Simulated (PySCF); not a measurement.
A structure optimised at PBE0-D3(BJ)/def2-SVP, used in a PySCF frequency run:

```
Ge
H 1 1.5419
H 1 1.5424 2 107.69
H 1 1.5424 2 107.69 3 115.24
Al 1 2.4653 2 112.21 3 -122.38
H 5 1.5836 1 126.68 2 0.00
Cl 5 2.1127 6 116.02 1 180.00
```
Charge 0, spin multiplicity 1.

Question: Write its SMILES, formula and point group.

Answer: [Cl][AlH][GeH3], AlClGeH4, Cs

Question: What are its rotational constants (standard atomic weights)?

Answer: 12.364, 1.2648, 1.1638 GHz
